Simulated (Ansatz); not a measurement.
C₂H₈SSi₂ (`[SiH3]C[SiH2]C=S`) at its PBE0-D4/def2-TZVP geometry, where that method's forces vanish. Total charge 0; spin multiplicity 1.

```xyz
13

Si   -1.6472    0.8884   -0.4489
C    -0.3826    0.4944    0.8774
Si    0.6196   -1.0320    0.5296
C     1.9918   -0.6543   -0.7072
S     2.3549    0.8255   -1.2316
H    -2.1876    2.2634   -0.2787
H    -1.0485    0.7753   -1.8046
H    -2.7744   -0.0785   -0.3576
H     0.3136    1.3346    0.9686
H    -0.8998    0.3814    1.8353
H    -0.2093   -2.1274   -0.0496
H     1.2863   -1.5739    1.7478
H     2.5829   -1.4969   -1.0805
```

(1) What forces (eV/Å) does B3LYP-D4/def2-TZVPP give on these atoms in Ansatz? (Estimate.)

## Answers

(1) Ansatz gave: 
```
Si1 -0.142  0.070 -0.130
C2   0.020  0.063  0.086
Si3  0.038 -0.226  0.084
C4   0.006 -0.250  0.028
S5   0.092  0.239 -0.112
H6   0.031 -0.085 -0.016
H7  -0.047  0.008  0.096
H8   0.071  0.063 -0.007
H9  -0.063 -0.056  0.019
H10  0.037  0.021 -0.049
H11  0.048  0.072  0.043
H12 -0.047  0.031 -0.072
H13 -0.045  0.052  0.030
```

B3LYP here is the variant with VWN-RPA as its local correlation; programs differ in this.
